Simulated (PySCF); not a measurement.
Delta-SCF ions had no search for a lower state. Excitations are Tamm–Dancoff values on a coarser integration grid. The basis has no diffuse functions, so Rydberg states are missing or too high.

## CH2ClNSi, SMILES `N#C[SiH2]Cl` (charge 0, multiplicity 1)

Computed with PySCF with PBE0-D4/def2-TZVP.

```
Property                                                                 Value
--------------------------------------  --------------------------------------
HOMO                                                                  -9.66 eV
dipole moment                                                           3.08 D
HOMO–LUMO gap                                                          8.28 eV
LUMO                                                                  -1.38 eV
S1 excitation (TDA)                                                    6.68 eV
S1 oscillator strength                                                   0.000
T1 excitation (TDA)                                                    5.64 eV
S1–T1 gap (TDA)                                                        1.03 eV
vertical ionisation energy (Delta-SCF)                                11.84 eV
total energy                                                      -843.4637 Ha
cost                                    about 50 core-seconds (a rough figure)
```

Bonds (Å): N1–C2 1.152, C2–Si3 1.845, Si3–Cl4 2.034, Si3–H5 1.475, Si3–H6 1.475. Angles (°): N1–C2–Si3 179.4, C2–Si3–Cl4 108.3, C2–Si3–H5 107.7, C2–Si3–H6 107.7, Cl4–Si3–H5 110.1, Cl4–Si3–H6 110.1, H5–Si3–H6 112.7.
